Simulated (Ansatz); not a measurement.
[OsO3N]- (OsNO3⁻), relaxed as a singlet with RKS PBE0-D4/def2-SVPD in Ansatz, starting from the GFN2-xTB geometry. Force threshold 0.02 eV/Å.

In the def2 sets Os takes a core potential; there is no spin–orbit coupling. The restricted singlet is unstable towards broken spin symmetry in Hartree–Fock (as tested in another run); at PBE0-D4/def2-SVPD this wasn't settled.

Start:

```xyz
5

Os    0.060    0.009   -0.036
O    -0.370   -0.160   -1.651
O     0.570    1.560    0.358
O     1.099   -1.193    0.508
N    -1.359   -0.216    0.822
```

(1) Estimate the energy that the relaxation releases and the steps that it takes.

(2) Does the start keep its bonding and symmetry?

(3) Predict the relaxed structure.

Results:

(1) 42.1 kJ/mol, in 5 steps; 6 s on 2 threads of Intel Xeon 6975P-C on a shared host. No frequencies were taken in this run, so the end may be a saddle point.

(2) By distances, no bond broke or formed. The bond that changes most is Os1–O2, from 1.68 to 1.74 Å (atoms count from 1). Point group C3v at the start, C3v at the end, both within 0.05 Å.

(3) 
```xyz
5

Os    0.007    0.001   -0.005
O    -0.354   -0.160   -1.703
O     0.608    1.599    0.351
O     1.148   -1.216    0.504
N    -1.410   -0.224    0.852
```
Bond lengths: 3 × O–Os 1.74 Å; 1 × N–Os 1.67 Å.
